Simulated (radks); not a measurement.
Spherical jellium clusters: N electrons in a uniform positive sphere of charge N and radius rs N^(1/3), rs = 4.2 bohr. Calculated with a radial shooting solver with Libxc functionals: non-relativistic Kohn-Sham, LDA (Slater exchange, Perdew-Wang correlation), spin-polarised, spherical densities. Levels are named by radial order and angular momentum (1s, 1p, 1d, 2s, ...), and open shells are averaged over m. Each electron was tried in the lowest free levels, single moves between levels near the top were tried too, and the lowest total energy was kept; such a search can miss a lower state. Energies include the self-energy of the background; IP and EA are vertical (highest electron removed, lowest free level filled), at fixed background; spill-out counts the electrons outside the background radius R, and alpha is the static dipole polarisability from linear response (closed shells only). A dash means not computed or, for alpha, an open shell; in EA it means that no bound solution was reached, which is typical of self-interaction and does not show that the anion is unstable. Real open-shell clusters deform, which this model forbids.

N,open shells,2S,E(N+1) + E(N-1) - 2E(N) (eV),IP (eV),EA (eV),spill-out (e),alpha/R^3
1,"1s(up 1, down 0)",1,-,-,-,0.37,-
2,none,0,1.014,5.080,-,0.53,1.593
3,"1p(up 1, down 0)",1,-0.607,3.707,-,0.82,-
4,"1p(up 2, down 0)",2,-0.420,4.209,-,0.98,-
5,"1p(up 3, down 0)",3,0.290,4.486,-,1.10,-
6,"1p(up 3, down 1)",2,-0.342,4.072,-,1.24,-
7,"1p(up 3, down 2)",1,-0.246,4.337,1.563,1.35,-
8,none,0,1.097,4.509,-,1.44,1.408
9,"1d(up 1, down 0)",1,-0.248,3.344,-,1.61,-
10,"1d(up 2, down 0)",2,-0.211,3.571,-,1.75,-
11,"1d(up 3, down 0)",3,-0.180,3.749,1.318,1.86,-
12,"1d(up 4, down 0)",4,-0.154,3.891,1.488,1.96,-
13,"1d(up 5, down 0)",5,0.319,4.006,1.202,2.04,-
14,"1d(up 5, down 1)",4,-0.165,3.650,1.390,2.15,-
15,"1d(up 5, down 2)",3,-0.141,3.791,1.549,2.24,-
16,"1d(up 5, down 3)",2,-0.122,3.907,1.686,2.33,-
17,"1d(up 5, down 4)",1,-0.107,4.004,1.805,2.40,-
18,none,0,0.205,4.086,1.642,2.48,1.311
19,"2s(up 1, down 0)",1,0.199,3.857,1.503,2.64,-
20,none,0,0.352,3.656,1.166,2.83,1.342
21,"1f(up 1, down 0)",1,-0.114,3.319,1.291,2.92,-
22,"1f(up 2, down 0)",2,-0.104,3.416,1.404,3.00,-
23,"1f(up 3, down 0)",3,-0.096,3.503,1.506,3.08,-
24,"1f(up 4, down 0)",4,-0.088,3.580,1.599,3.15,-
25,"1f(up 5, down 0)",5,-0.081,3.649,1.684,3.21,-
26,"1f(up 6, down 0)",6,-0.074,3.712,1.762,3.27,-
27,"1f(up 7, down 0)",7,-,3.769,1.494,3.33,-

All shells are closed at N = 2, 8, 18, 20 (there: 1s2 1p6 1d10 2s2); the second difference of the energy has clear peaks (12 % above both neighbours; the first and last values, which can be the largest, are not judged, and half-filled shells can peak too) at N = 5, 8, 13, 20.
